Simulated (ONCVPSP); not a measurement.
## bismuth (Bi): one change to an ONCV potential, before and after

bismuth (Bi), optimised norm-conserving Vanderbilt (ONCV), made with ONCVPSP 4.0.1 (PBE, scalar-relativistic). Core [Xe], reference 4f14 5d10 6s1.75 6p3.25. Waves: 6s: rc 1.70 bohr, ncon 4, nbas 8, qcut 3.2 1/bohr, 1 projector; 6p: rc 1.95 bohr, ncon 5, nbas 8, qcut 3.6 1/bohr, 2 projectors, debl 1.8 Ha; 5d: rc 1.30 bohr, ncon 4, nbas 9, qcut 7.2 1/bohr, 1 projector; 4f: rc 0.55 bohr, ncon 4, nbas 9, qcut 36.3 1/bohr, 2 projectors, debl 2.1 Ha. Local part: polynomial inside 0.40 bohr (lpopt 5, dvloc0 2 Ha). Core correction: Teter function, fcfact 2.5, rcfact 1.05.

In the f channel the program set the typed energies aside and used -5.624, 0.250 Ha.

Change: core correction Teter function, fcfact 2.5, rcfact 1.88.

Cutoffs: the cutoffs (Ha) at which the residual kinetic energy of the hardest occupied pseudo-wave falls to 1 and 0.1 mHa per electron; they do not see the model core or the augmentation charge, which bear on the density cutoff. Errors are all-electron minus pseudo energies relative to the spin-unpolarised reference configuration.

**Question.** How do hardness, ghosts and transferability respond?

**Answer.** The potential gets neither clearly harder nor softer (503 Ha and 554 Ha → 503 Ha and 554 Ha); both files keep a bound ghost (d, p, s); of the 4 tests that both files solve, the error grows in 3 and shrinks in 1 by more than 15 % and 0.3 meV (median size 5.1 → 20.5 meV). A model core, the more so a compact one, raises the density cutoff, which this test does not measure.

```csv
quantity,base,changed
"cutoff, loose",503 Ha,503 Ha
"cutoff, tight",554 Ha,554 Ha
bound ghosts,"s, p, d","s, p, d"
GHOST(+) flags under 300 eV,none,none
"error for 4f14 5d10 6s2 6p3, meV [ΔE -2.49 eV]",+0.5,-0.1
"error for 4f14 5d10 6s2 6p2, meV [ΔE 5.43 eV]",-3.1,-6.5
"error for 4f14 5d10 6s2 6p1, meV [ΔE 20.67 eV]",-10,-35
"error for 4f14 5d10 6s1 6p0, meV [ΔE 89.42 eV]",-7.2,-340
s: phases at 1.72 bohr within 0.05 rad from the reference energy up to (Ha; the scan ends near 5),to the end of the scan,to the end of the scan
p: phases at 1.97 bohr within 0.05 rad from the reference energy up to (Ha; the scan ends near 5),to the end of the scan,to the end of the scan
d: phases at 1.32 bohr within 0.05 rad from the reference energy up to (Ha; the scan ends near 5),to the end of the scan,to the end of the scan
f: phases at 0.56 bohr within 0.05 rad from the reference energy up to (Ha; the scan ends near 5),to the end of the scan,to the end of the scan
"rms error of d²Exc/dni dnj with the model core, mHa",8.02,7.35
```

 A true bound ghost makes a file unfit for plane-wave use even where its test errors are small: the radial tests pick states by their node count and pass the ghost by.
